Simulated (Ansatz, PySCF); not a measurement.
This Ansatz (a quantum-chemistry and plane-wave program) input computes a BLYP/def2-TZVPD energy:

Ansatz 0.2 input:
```yaml
crystal:
  periodic: [false, false, false]
  atoms:
    - {symbol: Sb, position_ang: [0.02751536, 0.00807482, 0.64696714]}
    - {symbol: Cl, position_ang: [0.98575062, -1.59704276, -0.99434820]}
    - {symbol: Cl, position_ang: [-1.06829669, 1.57281829, -0.94655323]}
basis:
  gaussian:
    orbitals: def2-TZVPD
hamiltonian:
  xc: {name: BLYP}
total_charge: -1
output: {forces: true}
```

Q: Write an input for the same energy in PySCF and say what it gives.

A: 
```python
from pyscf import gto, scf, dft

mol = gto.M(
    atom='''
    Sb    0.02751536    0.00807482    0.64696714
    Cl    0.98575062   -1.59704276   -0.99434820
    Cl   -1.06829669    1.57281829   -0.94655323
    ''',
    basis='def2-tzvpd',
    ecp='def2-tzvp',
    charge=-1,
    spin=0,
    verbose=4,
)

mf = dft.RKS(mol, xc='blyp').density_fit(auxbasis='def2-universal-jkfit')
mf.grids.level = 3
mf.conv_tol = 1e-9
mf.max_cycle = 100
mf.max_memory = 1500
mf.kernel()
if not mf.converged:
    mf = mf.newton()
    mf.kernel(mf.make_rdm1())
mf.analyze()
```
It gives -1160.76944 Eh, and Ansatz -1160.76940 Eh, a difference of 0.04 mEh, from the treatment of integrals and grids.
